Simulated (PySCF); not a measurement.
**Electronic structure of Cd²⁰⁺ (cadmium, charge +20) at the UHF level**

Configuration: [Ar] 3d10, closed-shell 1S. Calculation: PySCF 2.14, in an uncontracted even-tempered set (17 s from 2.1 bohr⁻², ratio 2.5; 11 p from 2.7 bohr⁻², ratio 2.5; 8 d from 2.7 bohr⁻², ratio 2.5; 4 f from 14 bohr⁻², ratio 2.7; 4 g from 22 bohr⁻², ratio 2.7); the non-relativistic Hamiltonian (point nucleus).

```json
{"Total energy": "-5299.475475 hartree", "One-electron energy": "-6693.9337 hartree", "Hartree (Coulomb) energy": "1526.0794 hartree", "Exchange energy": "-131.6211 hartree", "Kinetic energy": "5299.34672 hartree", "⟨S²⟩": "0.0000", "⟨L²⟩": "0.000", "Sum of ⟨r⟩": "7.152 bohr", "Sum of ⟨r²⟩": "2.569 bohr²", "Density at the nucleus (Gaussians lack the cusp)": "76400 bohr⁻³"}
```

```tsv
shell	electrons	mean orbital energy (eV)	rms radius, mean of both spins (bohr)
1s	2	-26570.1	0.0367
2s	2	-4424.2	0.148
2p	6	-4155.9	0.129
3s	2	-1283.6	0.389
3p	6	-1173.1	0.382
3d	10	-973.10	0.353
```

A non-relativistic calculation at this Z misses sizeable relativistic shifts.

Spin-orbit constants ζ (cm⁻¹) from the X2C one-electron operator on these orbitals (non-relativistic here): bare nucleus, nucleus screened by l(l+1)(2l+1)/3 electrons, and screened by the Breit-Pauli mean field of the electrons.

| shell | bare | screened nucleus | mean field |
| --- | --- | --- | --- |
| 2p | 905500 | 867800 | 849300 |
| 3p | 165000 | 158100 | 154100 |
| 3d | 28690 | 22710 | 21960 |
